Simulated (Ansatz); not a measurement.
Consider the hydrogenolysis of the Al–N bond: `B[NH][Al]([CH3])[CH3]` + H₂ → `[CH3][AlH][CH3]` + `BN`.

Gas-phase electronic energies from Ansatz, PBE0-D4/def2-TZVP geometries. CCSD(T)/CBS adds triple-zeta CCSD(T) − MP2 to the extrapolated MP2 energy (def2 sets, frozen cores). This one scheme is used for every species. Each species was taken in one conformer, which may not be the lowest.

```json
{"level": "MP2/def2-QZVPP", "ΔE (kJ/mol)": "77.2"}
{"level": "MP2/CBS(def2)", "ΔE (kJ/mol)": "77.6"}
```

Question: What does CCSD(T)/CBS give? (Best estimate.)

Answer: Ansatz gave: +70.4 kJ/mol. The listed levels differ from it by 6.8, 7.2 kJ/mol.

Largest T1 diagnostic among the species: 0.012.

In def2-TZVPP, CCSD(T) changes the Hartree–Fock value by +20.6 kJ/mol (the triples alone add +4.3 kJ/mol) and MP2 by +27.7 kJ/mol. The D4 term adds +10.6 kJ/mol with B3LYP and +6.1 kJ/mol with PBE0; it sums over pairs of atoms, weighted by their polarisabilities, and B3LYP, whose exchange is more repulsive, gets the larger term.

B3LYP here is the variant with VWN-RPA as its local correlation; programs differ in this.
